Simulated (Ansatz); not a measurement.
## Cost against result

Saddle point of CH7ClGe, singlet (GeH₃Cl ([Cl][GeH3]) + CH₄ → CH₆Ge ([CH3][GeH3]) + HCl; bonds formed: Ge1–C7, Cl2–H6; bonds broken: Ge1–Cl2, H6–C7), PBE0-D4/def2-TZVP structure:

```
10
angstrom
Ge -0.7481 0.1700 -0.8563
Cl 1.8975 0.4307 -1.4269
H -0.6150 -0.9564 -1.8697
H -2.0276 -0.0925 -0.0120
H -0.7368 1.6398 -1.2474
H 0.9276 0.0366 0.0294
C 0.3187 -0.2436 1.0790
H -0.1338 -1.2257 1.1980
H -0.2189 0.5328 1.6193
H 1.3365 -0.2917 1.4866
```

Barriers are electronic and count from the start structure reached by relaxing down the imaginary mode.

Ansatz 0.2.0; basis: as named in each row; cores frozen in the correlated methods. Filled d shells of the heavier atoms are correlated. The def2 sets are not built for correlating such inner shells, so the correlated values are less sure here. B3LYP uses VWN-RPA correlation. Extrapolation: Hartree–Fock as exp(−7.88 √X), correlation as X^−2.97.

Times are rough, for one single point on 4 threads of a shared host (Arm Neoverse V2).

The estimate by CCSD(T) at an estimated basis limit (MP2 extrapolated from triple and quadruple zeta, plus CCSD(T) − MP2 in triple zeta) is 63.61 kcal/mol.

```
      method       basis  time (s)  barrier (kcal/mol)  method less estimate
          HF      STO-3G   under 1              116.97                 53.37
      PBE-D4      STO-3G   under 1               83.70                 20.09
       SPW92    def2-SVP   under 1               50.53                -13.08
    B3LYP-D4       6-31G   under 1               59.48                 -4.13
      PBE-D4    def2-SVP   under 1               57.43                 -6.18
     PBE0-D4    def2-SVP         1               61.51                 -2.10
       SPW92  def2-TZVPP         1               48.74                -14.87
      PBE-D4  def2-TZVPP         2               56.15                 -7.46
     BLYP-D4  def2-TZVPP         2               60.14                 -3.47
    B3LYP-D4  def2-TZVPP         2               63.00                 -0.61
    BHLYP-D4  def2-TZVPP         2               67.33                  3.72
     PBE0-D4  def2-TZVPP         2               59.92                 -3.69
CAM-B3LYP-D4  def2-TZVPP         2               64.80                  1.19
   r2SCAN-D4  def2-TZVPP         3               59.44                 -4.17
     CCSD(T)    def2-SVP         4               72.55                  8.94
  RPA on PBE  def2-TZVPP         4               66.00                  2.40
  r2SCAN0-D4  def2-TZVPP         4               61.90                 -1.70
     wB97M-V    def2-SVP         4               64.89                  1.29
      B2PLYP  def2-TZVPP         4               65.25                  1.64
    PBE-QIDH  def2-TZVPP         4               63.20                 -0.41
     wB97X-V  def2-TZVPP         6               64.67                  1.06
      B97M-V  def2-TZVPP         7               63.80                  0.19
     wB97M-V  def2-TZVPP         7               63.20                 -0.41
         MP2  def2-QZVPP        18               62.86                 -0.75
     CCSD(T)  def2-TZVPP        88               65.36                  1.75
```

All methods are single points on the PBE0-D4 structures.

The T1 diagnostic stays at or below 0.011.

Labels in which every atom is bracketed show which atoms are joined, not bond orders.
